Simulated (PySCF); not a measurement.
Isomers of C7H10N2, from PySCF 2.14.0, PBE0-D3(BJ)/def2-SVP geometry optimisation, gas phase. One conformer each, no zero-point energy, no frequencies.

Question: Which isomer lies lowest at this level?
A. `[CH3:1][N:2]([CH3:3])/[CH:4]=[CH:5]/[CH:6]=[CH:7]/[C:8]#[N:9]` with C4–C5–C6–C7 180°: A = 6941, B = 508.2, C = 476.7 MHz, dipole 9.12 D
B. `[CH3:1][CH2:2][NH:3][c:4]1[cH:5][cH:6][cH:7][cH:8][n:9]1` with C1–C2–N3–C4 -78°, C2–N3–C4–C5 173°: A = 3935, B = 1074, C = 913.1 MHz, dipole 1.89 D
C. `[CH3:1]/[N:2]=[CH:3]\[C:4]([C:5]#[N:6])=[C:7]([CH3:8])[CH3:9]` with N2–C3–C4–C5 -38°: A = 2254, B = 1280, C = 870.4 MHz, dipole 4.36 D

Answer: B. That is `CCNc1ccccn1`, 44.2 kcal/mol below the next.

```
            SMILES                                                  mapped SMILES      E (Eh)  relative (kcal/mol)  relative (kJ/mol)  dipole (D)
       CCNc1ccccn1       [CH3:1][CH2:2][NH:3][c:4]1[cH:5][cH:6][cH:7][cH:8][n:9]1  -381.56828                  0.0                0.0        1.89
 CN(C)/C=C/C=C/C#N  [CH3:1][N:2]([CH3:3])/[CH:4]=[CH:5]/[CH:6]=[CH:7]/[C:8]#[N:9]  -381.49788                 44.2              184.9        9.12
C/N=C\C(C#N)=C(C)C  [CH3:1]/[N:2]=[CH:3]\[C:4]([C:5]#[N:6])=[C:7]([CH3:8])[CH3:9]  -381.49231                 47.7              199.5        4.36
```

As drawn, the lowest has an aromatic ring and an N–H bond, which the highest lacks; the highest has a C≡N group, a C=N bond and a C=C bond outside aromatic rings, which the lowest lacks.
